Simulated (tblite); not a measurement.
Compound: C₆H₈FSi (doublet state).
Structure used (GFN2-xTB), in Å, numbered top down from 1:
```xyz
16
C6H8FSi angstrom
C      3.5261   -0.4716    0.1241
C      2.1466   -0.2512   -0.2383
C      0.9949   -0.0650   -0.5444
Si    -0.7692    0.2092   -0.9805
C     -1.9567   -1.1206   -0.2505
C     -2.4366   -0.0853    0.7172
F     -2.5718   -0.4179    2.0309
C     -1.7455    1.1920    0.3582
H      4.1528   -0.4442   -0.7669
H      3.6334   -1.4437    0.6046
H      3.8573    0.3028    0.8154
H     -0.9659    0.5970   -2.3763
H     -2.7371   -1.4833   -0.9219
H     -1.5221   -1.9945    0.2379
H     -2.4243    1.9625   -0.0112
H     -1.1892    1.6265    1.1905
```

Method: GFN2-xTB as coded in tblite; computed harmonic values from a numerical Hessian at the method's own geometry, unscaled. Against measured fundamentals such values can be off by several per cent, at times by over 20. Modes of hydrogen on silicon can be 10 to 20 % off. Open shells enter through the occupations alone, without spin polarisation, and single modes of such species can be off by tens of per cent. The optimisation stopped once no atom felt more than 0.01 eV/Å.

Lowest wavenumbers of the output (negative numbers stand for imaginary wavenumbers):
```
mode    cm-1
  1     -27.1
  2      31.7
  3      79.2
  4      98.4
  5     209.5
  6     210.9
  7     300.6
  8     317.9
  9     318.4
 10     373.9
```

Task: Is this structure a minimum?

Result: Not by this Hessian. 1 mode is imaginary beyond 20i (27i cm⁻¹), so at this level the point lies at or near a first-order saddle. The curvature is small, so loose convergence or finite differences may be the whole cause.

Task: Which atoms move in the imaginary mode?

Result: 27i: H9 (hydrogen on carbon) 34 %, H10 (hydrogen on carbon) 32 %, H11 (hydrogen on carbon) 32 %. These are shares of the mass-weighted motion.

Task: What is the remedy?

Result: Step along that mode in both directions, optimise again with tighter thresholds and repeat the frequencies. The zero-point energy of this point (71.7 kcal/mol) counts the 41 real modes alone, and thermal corrections from it aren't those of a minimum.

On Arm Neoverse V2, one thread, no GPU, shared host, this took 0.48 s. The figure is for the frequency step alone.
